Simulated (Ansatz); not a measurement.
System (SMILES): [Al][Cl] (Al-Cl) (closed-shell singlet).
Atoms: Al1, Cl2. Bonds: Al1-Cl2.

Basis-set convergence of the optimised Al1-Cl2 bond length at PBE with Ansatz (a first-principles code). Cartesian d functions, on some or all atoms, in 6-311G**, 6-311+G**; all else is spherical. The program fits the integrals of some runs and decomposes those of others, by size. No added dispersion term, no relativity. Reference: the value in pcseg-4, 2.1608 Å, itself unsure by roughly 0.0003 Å (its mean distance from aug-pcseg-3, aug-cc-pV(Q+d)Z, cc-pV(5+d)Z). Deviations are taken from unrounded values.

```json
[
 {"basis": "def2-SVP", "functions": "36", "optimised Al1-Cl2 bond length (Å)": "2.1623"},
 {"basis": "def2-SVPD", "functions": "51", "optimised Al1-Cl2 bond length (Å)": "2.1900"},
 {"basis": "pcseg-1", "functions": "36", "optimised Al1-Cl2 bond length (Å)": "2.1827"},
 {"basis": "aug-pcseg-1", "functions": "54", "optimised Al1-Cl2 bond length (Å)": "2.1840"},
 {"basis": "cc-pV(D+d)Z", "functions": "46", "optimised Al1-Cl2 bond length (Å)": "2.1784"},
 {"basis": "aug-cc-pV(D+d)Z", "functions": "64", "optimised Al1-Cl2 bond length (Å)": "2.1868"},
 {"basis": "6-311G**", "functions": "54", "optimised Al1-Cl2 bond length (Å)": "2.1747"},
 {"basis": "6-311+G**", "functions": "62", "optimised Al1-Cl2 bond length (Å)": "2.1734"},
 {"basis": "pcseg-2", "functions": "68", "optimised Al1-Cl2 bond length (Å)": "2.1590"},
 {"basis": "aug-pcseg-2", "functions": "100", "optimised Al1-Cl2 bond length (Å)": "2.1635"},
 {"basis": "def2-TZVP", "functions": "74", "optimised Al1-Cl2 bond length (Å)": "2.1636"},
 {"basis": "def2-TZVPD", "functions": "89", "optimised Al1-Cl2 bond length (Å)": "2.1649"},
 {"basis": "cc-pV(T+d)Z", "functions": "78", "optimised Al1-Cl2 bond length (Å)": "2.1638"},
 {"basis": "aug-cc-pV(T+d)Z", "functions": "110", "optimised Al1-Cl2 bond length (Å)": "2.1644"},
 {"basis": "def2-TZVPP", "functions": "84", "optimised Al1-Cl2 bond length (Å)": "2.1633"},
 {"basis": "def2-TZVPPD", "functions": "99", "optimised Al1-Cl2 bond length (Å)": "2.1647"},
 {"basis": "cc-pV(Q+d)Z", "functions": "128", "optimised Al1-Cl2 bond length (Å)": "2.1599"},
 {"basis": "aug-cc-pV(Q+d)Z", "functions": "178", "optimised Al1-Cl2 bond length (Å)": "2.1603"},
 {"basis": "pcseg-3", "functions": "128", "optimised Al1-Cl2 bond length (Å)": "2.1606"},
 {"basis": "aug-pcseg-3", "functions": "178", "optimised Al1-Cl2 bond length (Å)": "2.1607"},
 {"basis": "def2-QZVPP", "functions": "140", "optimised Al1-Cl2 bond length (Å)": "2.1613"},
 {"basis": "def2-QZVPPD", "functions": "155", "optimised Al1-Cl2 bond length (Å)": "2.1615"}
]
```

What the diffuse functions change, pair by pair:
- def2-SVP to def2-SVPD: 15 more functions, deviation 0.0015 to 0.0292 Å
- pcseg-1 to aug-pcseg-1: 18 more functions, deviation 0.0220 to 0.0232 Å
- cc-pV(D+d)Z to aug-cc-pV(D+d)Z: 18 more functions, deviation 0.0176 to 0.0260 Å
- 6-311G** to 6-311+G**: 8 more functions, deviation 0.0140 to 0.0127 Å
- pcseg-2 to aug-pcseg-2: 32 more functions, deviation -0.0018 to 0.0027 Å
- def2-TZVP to def2-TZVPD: 15 more functions, deviation 0.0028 to 0.0041 Å
- cc-pV(T+d)Z to aug-cc-pV(T+d)Z: 32 more functions, deviation 0.0030 to 0.0036 Å
- def2-TZVPP to def2-TZVPPD: 15 more functions, deviation 0.0026 to 0.0039 Å
- cc-pV(Q+d)Z to aug-cc-pV(Q+d)Z: 50 more functions, deviation -0.0009 to -0.0005 Å
- pcseg-3 to aug-pcseg-3: 50 more functions, deviation -0.0002 to -0.0001 Å
- def2-QZVPP to def2-QZVPPD: 15 more functions, deviation 0.0005 to 0.0007 Å

They bring the value nearer the reference by more than 0.0003 Å in 2 of 11 pairs.
